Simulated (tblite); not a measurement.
Species: C6H12AsP.
Numbering: `[CH3:1][As:2]([CH3:3])[P:4]1[CH:5]=[CH:6][CH2:7][CH2:8]1` (hydrogens: H9, H10, H11 on C1; H12, H13, H14 on C3; H15 on C5; H16 on C6; H17, H18 on C7; H19, H20 on C8)

Computed with GFN2-xTB (tblite), gas phase: L-BFGS steps from a force-field or distance-geometry start until the largest atomic force falls under 0.01 eV/Å.

Geometry at step 1:
```
atom  x, y, z in Å
C1     -1.9790    1.7278   -0.2255
As2    -1.6096   -0.1520    0.2462
C3     -3.0845   -1.2667   -0.4595
P4      0.4269   -0.6264   -0.7873
C5      1.2904    0.9984   -0.8512
C6      2.5423    0.8446   -0.3927
C7      2.8899   -0.5522    0.0504
C8      1.6320   -1.2718    0.5471
H9     -2.0992    1.8529   -1.3023
H10    -1.0961    2.2875    0.1345
H11    -2.8906    2.0074    0.3349
H12    -2.8726   -1.7924   -1.3870
H13    -3.3428   -2.0153    0.3174
H14    -3.9829   -0.6480   -0.5557
H15     0.8969    1.9307   -1.2314
H16     3.2544    1.6378   -0.3390
H17     3.2435   -1.0655   -0.8579
H18     3.6779   -0.5533    0.7953
H19     1.7500   -2.3686    0.4568
H20     1.3479   -0.9643    1.5617
```

Task: What forces act on the atoms?

Result: 
```
atom  Fx (eV/Å)  Fy (eV/Å)  Fz (eV/Å)
  C1      0.074     -0.271     -0.150
 As2      0.421     -0.138      2.274
  C3     -0.287     -0.118     -0.046
  P4     -0.243     -0.128     -1.113
  C5      0.523     -0.675      0.798
  C6     -1.106     -0.200      0.018
  C7      0.261      0.146     -0.145
  C8     -0.365      0.486     -0.743
  H9     -0.110      0.274      0.142
 H10     -0.635     -0.032     -0.183
 H11      0.511      0.098     -0.450
 H12     -0.073      0.081     -0.063
 H13      0.355      0.262     -0.374
 H14      0.224     -0.013     -0.243
 H15     -0.072     -0.259     -0.095
 H16      0.366      0.194     -0.032
 H17      0.109     -0.077      0.245
 H18      0.219     -0.036      0.120
 H19     -0.210      0.566      0.210
 H20      0.037     -0.161     -0.170
```

The largest, 2.32 eV/Å, acts on As2; the rms over all components is 0.463 eV/Å. The forces sum to zero within rounding, as they must for an isolated molecule in no field.

Task: Give the force on As2 in Eh/bohr and in nN.

Result: 2.317 eV/Å ÷ 51.422 = 0.04505 Eh/bohr, and 2.317 eV/Å × 1.602 = 3.71 nN.

Task: How far is this geometry from the end of the optimisation?

Result: 0.925 eV above it, and 0.981 Å rms away after alignment. The bonds farthest from their final lengths, with half the difference of the two atoms' forces along the bond (positive lengthens):

| bond | now (Å) | final (Å) | force along bond (eV/Å) |
| --- | --- | --- | --- |
| P4–C8 | 1.910 | 1.872 | -0.01 |
| P4–C5 | 1.841 | 1.818 | -0.09 |
| C3–H13 | 1.109 | 1.090 | -0.32 |
| C1–H10 | 1.106 | 1.089 | -0.23 |
| C1–H11 | 1.106 | 1.090 | -0.21 |
| C5=C6 | 1.342 | 1.327 | -0.92 |

The angle farthest from its final value is C3–As2–P4, 112.2° against 93.8°.

Of the 6 listed bonds off by 0.010 Å or more, this force points towards the final length in 6.
